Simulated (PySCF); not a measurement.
**PbF4 at several levels of theory**

Computed with PySCF 2.14.0 (density fitting, no spin-orbit coupling) at the geometry relaxed with PBE0:

```xyz
5
PbF4 (singlet)
Pb    0.0000    0.0000    0.0000
F     1.1572    1.1572    1.1572
F    -1.1572   -1.1572    1.1572
F     1.1572   -1.1572   -1.1572
F    -1.1572    1.1572   -1.1572
```

```json
{"level": "PBE0", "basis": "Pb def2-SVP with ECP60, F def2-SVP", "state": "singlet", "HOMO (eV)": "-11.80", "gap (eV)": "6.26", "charge on Pb1 (e)": "1.52", "dipole about the centre of mass (D)": "0.00", "largest force component (eV/Å)": "0.02"}
{"level": "PBE0", "basis": "Pb def2-TZVP with ECP60, F def2-TZVP", "state": "singlet", "HOMO (eV)": "-12.14", "gap (eV)": "6.32", "charge on Pb1 (e)": "1.62", "dipole about the centre of mass (D)": "0.00", "largest force component (eV/Å)": "0.38"}
```

Charges are Mulliken's, which hang on the basis. The relaxation used the grid (50, 194), these runs (75, 302) or, all-electron (x2c bases, spin-free X2C Hamiltonian), (99, 590).

Task: A further run in the first row's basis gives HOMO (eV) -9.75, gap (eV) 3.62, charge on Pb1 (e) 1.37, dipole about the centre of mass (D) 0.00, largest force component (eV/Å) 0.35. Which level was it?
A. TPSS
B. BLYP

Result: A. The others give HOMO -9.41 eV (BLYP).

In the first row's basis the gap widens with exact exchange: 3.4 to 3.6 eV for BLYP, TPSS (none); 6.3 eV for PBE0 (a fixed share).
